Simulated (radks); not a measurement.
Problem. Neutral fluorine, configuration [He] 2s2 2p5. All-electron calculation, non-relativistic Kohn-Sham, PBE, spin-polarised, spherical densities, point nucleus; open shells are filled with parallel spins first; hard spherical wall at 6 bohr. Program: a radial shooting solver on a logarithmic mesh with Libxc functionals. Some entries of the table are withheld. Estimate them.

orbital  occ.  eigenvalue (hartree)  <r^2> (bohr^2)
1s up       1             -24.35825         0.04212
1s down     1             -24.33223         0.04203
2s up       1              -1.12238           1.218
2s down     1              -1.05984           1.250
2p up       3              -0.43413           1.572
2p down     2              -0.37431           1.692
3s up       0               0.09700           12.23
3s down     0               0.10530           12.38
3p up       0                   (1)           13.37
3p down     0                   (2)           13.46
3d up       0               0.34675           14.16
3d down     0               0.35153           14.27

Solution. 
(1) 3p up eigenvalue (hartree): 0.21643
(2) 3p down eigenvalue (hartree): 0.22598
